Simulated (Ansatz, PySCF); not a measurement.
This singlet lies 2.07 eV below the relaxed triplet at the level B3LYP-D3(BJ)/def2-TZVP (PySCF).

Species: C2H3FGe, SMILES `C=[CH][Ge][F]` (lower singlet; C–C–Ge–F torsion 180°) (charge 0, multiplicity 1).

Problem. Give a relaxed geometry from B3LYP-D3(BJ)/def2-TZVP (Ansatz, a first-principles code).

Solution. One answer among several that fit: the end point of this relaxation, one of several conformers (outside a Z-matrix the atoms follow the SMILES, hydrogens last).
Z-matrix (Å, degrees):
```
C
C 1 1.3363
H 2 1.0861 1 123.29
H 1 1.0872 2 119.75 3 0.00
H 2 1.0882 3 115.19 1 180.00
Ge 1 1.9775 4 122.35 2 -179.99
F 6 1.7794 1 96.54 4 0.02
```
